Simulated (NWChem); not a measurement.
SiHSCl, singlet; SMILES S[Si]Cl

```xyz
4

Si     0.9741     0.0254     0.0000
Cl    -0.4002     1.6107     0.0000
S     -0.4583    -1.5752     0.0000
H      0.4976    -2.5338     0.0000
```
Atoms are numbered in this order, from 1.

Results from NWChem. Low-valent species are run as closed-shell singlets; no triplet was tried in these runs. Geometry: optimised at PBE0/def2-SVP. Ions are spin-unrestricted doublets at the neutral geometry; other ion states weren't tried.

For level PBE0/aug-cc-pVDZ:

```
Item           Result
-------------  ------
−ε(HOMO) (eV)    7.34
```

**Question.** Estimate the same quantities for level LDA (Slater exchange, VWN5)/aug-cc-pVDZ.

**Answer.** 
| Quantity | Value |
|---|---|
| −ε(HOMO) (eV) | 6.38 |
